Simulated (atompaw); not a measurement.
**Which change was made? (I, PAW (atompaw))**

iodine (I), PAW, made with atompaw 4.2.0.5 (LDA (PW92), scalar-relativistic). Core [Kr] 4d10, reference 5s2 5p3 (charge +2). Waves: 5s (bound): rc 1.85 bohr; 5s channel at -1.45 Ry: rc 1.85 bohr; 5p (bound): rc 1.80 bohr; 5p channel at 2.35 Ry: rc 1.80 bohr; 5d channel at 0.1 Ry: rc 1.75 bohr. Local part: troulliermartins scheme with l = 3 at 0 Ry, radius 1.75 bohr. Core correction: smooth core density matched at 1.05 bohr. Augmentation charge: gaussian compensation charge, radius 1.40 bohr; PAW radius 1.85 bohr; waves and projectors: custom rrkj vanderbiltortho.

Cutoffs, loose and tight: the cutoffs (Ry, on a coarse ladder) from which the occupation-weighted sum of valence levels, in a spherical-Bessel basis at the reference potential, stays within 10 and 1 mRy of its value at 400 Ry. They see the waves, projectors and local potential, not the compensation charge or the core.

The base gives: outcome: generated; cutoff, loose: 45 Ry; cutoff, tight: 45 Ry; bound ghosts: s, p, d.

(1) After one change the result is: outcome: generated; cutoff, loose: 8 Ry; cutoff, tight: 18 Ry; bound ghosts: s. Which change was it?
A. all radii scaled by about 0.74 (s 1.38, p 1.34, d 1.30 bohr); local potential troulliermartins scheme with l = 3 at 0 Ry, radius 1.30 bohr; augmentation gaussian compensation charge, radius 1.04 bohr; PAW radius 1.38 bohr; waves and projectors: custom rrkj vanderbiltortho; core correction smooth core density matched at 0.78 bohr
B. all radii scaled by about 1.14 (s 2.10, p 2.06, d 2.00 bohr); local potential troulliermartins scheme with l = 3 at 0 Ry, radius 2.00 bohr; augmentation gaussian compensation charge, radius 1.60 bohr; PAW radius 2.10 bohr; waves and projectors: custom rrkj vanderbiltortho; core correction smooth core density matched at 1.20 bohr
C. all radii scaled by about 0.93 (s 1.72, p 1.68, d 1.62 bohr); local potential troulliermartins scheme with l = 3 at 0 Ry, radius 1.62 bohr; augmentation gaussian compensation charge, radius 1.30 bohr; PAW radius 1.72 bohr; waves and projectors: custom rrkj vanderbiltortho; core correction smooth core density matched at 0.98 bohr

Answers

(1) B. The others give: all radii scaled by about 0.74 (s 1.38, p 1.34, d 1.30 bohr); local potential troulliermartins scheme with l = 3 at 0 Ry, radius 1.30 bohr; augmentation gaussian compensation charge, radius 1.04 bohr; PAW radius 1.38 bohr; waves and projectors: custom rrkj vanderbiltortho; core correction smooth core density matched at 0.78 bohr → outcome: failed: atompaw: The overlap operator has at least one negative eigenvalue! | all radii scaled by about 0.93 (s 1.72, p 1.68, d 1.62 bohr); local potential troulliermartins scheme with l = 3 at 0 Ry, radius 1.62 bohr; augmentation gaussian compensation charge, radius 1.30 bohr; PAW radius 1.72 bohr; waves and projectors: custom rrkj vanderbiltortho; core correction smooth core density matched at 0.98 bohr → outcome: generated; cutoff, loose: 18 Ry; cutoff, tight: 35 Ry; bound ghosts: s, p, d.
